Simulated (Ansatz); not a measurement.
`C[NH][SnH]([F])[Cl]` + H₂ → `C[NH][SnH2][F]` + HCl at 600 K and 1 bar (hydrogenolysis of the Sn–Cl bond).

Calculated with Ansatz (gas phase, PBE0-D4/def2-TZVP geometries, no zero-point term in ΔE). CCSD(T)/CBS adds triple-zeta CCSD(T) − MP2 to the extrapolated MP2 energy (def2 sets, frozen cores). This one scheme is used for every species. Elements past krypton have def2 core potentials. For Sn outer-core shells are correlated without core-valence functions, which leaves a few kJ/mol of doubt a bond. Each species was taken in one conformer, which may not be the lowest.

```csv
species,CCSD(T)/CBS energy (Eh),H − E (kJ/mol),S (J/(mol·K))
`C[NH][SnH]([F])[Cl]`,-869.43527,233.2,479.4
H₂,-1.17544,43.9,150.8
`C[NH][SnH2][F]`,-410.19979,241.2,434.6
HCl,-460.38127,35.4,207.2
```

H − E and S are ideal-gas, rigid-rotor, harmonic terms from PBE0-D4/def2-TZVP, for one conformer and one mirror image of each species. The MP2-based limit puts H₂ 0.8 mEh under its directly extrapolated value; such offsets cancel only in part. 1 Eh = 2625.50 kJ/mol, R = 8.31446 J/(mol·K).

Q: By hand: ΔE, ΔH, ΔS and ΔG.

A: ΔE = (-410.19979) + (-460.38127) − (-869.43527) − (-1.17544) = 0.02965 Eh = 77.8 kJ/mol. Δ(H − E) = 241.2 + 35.4 − 233.2 − 43.9 = -0.5, so ΔH = 77.3 kJ/mol. ΔS = 434.6 + 207.2 − 479.4 − 150.8 = 11.6 J/(mol·K). ΔG = 77.3 − 600 × (11.6)/1000 = 70.3 kJ/mol.

Q: By hand: the equilibrium constant, and the temperature at which ΔG would vanish if ΔH and ΔS stayed fixed.

A: log₁₀ K = −ΔG/(RT ln 10) = -6.1. ΔG = 0 at ΔH/ΔS = 6664 K, far beyond where these terms or the molecules hold.

The number of gas molecules stays the same, so ΔS is small and ΔH decides. A doubt of 5 kJ/mol in ΔE shifts log₁₀ K by 0.4 here. Other conformers and mirror images would add mixing entropy, several J/(mol·K) or more a flexible species. Modes under 60 cm⁻¹, often nearly free rotors, make the harmonic entropy too high. These are equilibria of isolated gas molecules and say nothing of rates. Largest T1 diagnostic: 0.013 (customary marks: 0.02 for closed shells, 0.045 for open ones).
